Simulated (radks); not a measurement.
Values are calculated unless marked as measured or tabulated.
Q: Ionisation of neutral mercury, [Hg], to [Xe] 4f14 5d10 6s1 as the strength of local exchange is varied. Level of theory: scalar-relativistic Kohn-Sham, Slater X-alpha exchange (alpha = 2/3 is LDA exchange), no correlation, spin-polarised, spherical densities, point nucleus (a radial shooting solver on a logarithmic mesh with Libxc functionals).

| alpha | E(Hg) (hartree) | exchange (hartree) | IE (eV) | -e of the level emptied (eV) | <r> of it (bohr) |
|---|---|---|---|---|---|
| 0.557 | -19545.5894 | -292.4515 | 8.775 | 5.216 (6s) | 2.802 |
| 0.66 | -19600.0636 | -347.5603 | 9.572 | 5.980 (6s) | 2.729 |
| 0.667 | -19603.7716 | -351.3172 | 9.627 | 6.033 (6s) | 2.724 |
| 0.828 | -19689.2613 | -438.1323 | 10.935 | 7.312 (6s) | 2.619 |
| 0.97 | -19764.9891 | -515.3487 | 12.147 | 8.516 (6s) | 2.535 |
| 1.043 | -19804.0387 | -555.2798 | 12.791 | 9.162 (6s) | 2.494 |
| x | -19762.8517 | -513.1653 | 12.113 | 8.481 (6s) | 2.537 |

Which alpha was used in the last row?

A: alpha = 0.966. NIST Atomic Spectra Database: 10.438 eV (measured). The Delta-SCF value meets it near alpha = 0.77.
